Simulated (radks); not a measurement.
Question: The antimony ion Sb9+ is in [Kr] 4d6. Calculated with a radial shooting solver on a logarithmic mesh with Libxc functionals: scalar-relativistic Kohn-Sham, r2SCAN, spin-polarised, spherical densities, finite nucleus; meta-GGA in the generalised Kohn-Sham scheme; Fermi nuclear charge, rms radius of each element as measured or else 0.836 A^(1/3) + 0.57 fm. Open shells are filled with parallel spins first. One electron is removed from 3d, 4p, 4s, 4d in turn, with full relaxation. Which removal costs least, and what does each cost?

Answer: 4d 184.80 eV; 4p 260.81 eV; 4s 311.33 eV; 3d 706.46 eV. The 4d electron leaves first.
